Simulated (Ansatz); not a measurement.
Cost and result up the ladder for InSi16 (17 atoms). Total charge 0; doublet. Geometry: PBE-D4/def2-SVP.

```xyz
17

In   -1.7593    0.7641   -1.6705
Si    2.0765   -3.4748    1.0892
Si   -3.3886   -1.0190   -0.5318
Si   -1.5942    2.7747    0.6933
Si    0.5642   -2.3712   -0.5246
Si   -0.0239    1.1791    1.3490
Si    1.7660   -4.3230   -0.9970
Si    0.7340    2.8900   -0.6623
Si   -1.0200   -0.8012    2.7337
Si    0.9079   -0.0166   -0.7413
Si    1.1945   -1.4407    1.7123
Si   -1.5061   -1.8881    0.5678
Si   -1.2412    3.4921   -1.7179
Si   -2.4848    0.4600    1.1438
Si    0.7401    1.3756   -2.7445
Si    2.7726    1.6865   -1.0316
Si    2.2623    0.7125    1.3323
```

Ansatz on 2 threads of AMD EPYC 7R13 on a shared host and a share (18 GiB) of an NVIDIA H100 80GB HBM3. Times are rough, and most runs start from the orbitals of an earlier one. ωB97M-V/def2-TZVP serves as the yardstick here, not as an exact answer. Differences are given only for rows in sets of like size (and for xTB, whose basis is part of the method), since another set adds its own error. Binding counts from free atoms at the same level (In doublet, Si triplet; other spins of the atoms weren't run), without zero-point energy or a counterpoise term.

In the def2 sets In takes a core potential; there is no spin–orbit coupling. Correlated methods freeze 84 core orbitals; core or outer-core shells of In are correlated, in sets that lack core-valence functions. The rows differ in basis, and correlated rows in double-zeta sets carry the largest basis error. Single mean-field runs in def2-TZVP are fitted with def2-universal-jkfit. The structure comes from a short search, and lower isomers may exist.

Run but left out: MP2/def2-SVP (⟨S²⟩ 1.28, where a pure state has 0.75).

Correlated methods converge slowly with the basis, most of all in double-zeta sets.

```tsv
level	functions	wall time	binding energy per atom (eV)	difference from ωB97M-V/def2-TZVP (eV)
PBE-D4/def2-SVP	314	4.3 s	3.70	–
PBE0-D4/def2-SVP	314	4.7 s	3.55	–
RPA@PBE/def2-SVP	314	6 s	2.83	–
PBE-D4/def2-TZVP (with forces)	642	7 s	3.74	0.38
PBE0-D4/def2-TZVP	642	8 s	3.60	0.24
r2SCAN-D4/def2-TZVP	642	13 s	3.59	0.23
ωB97M-V/def2-TZVP	642	17 s	3.36	0.00
```
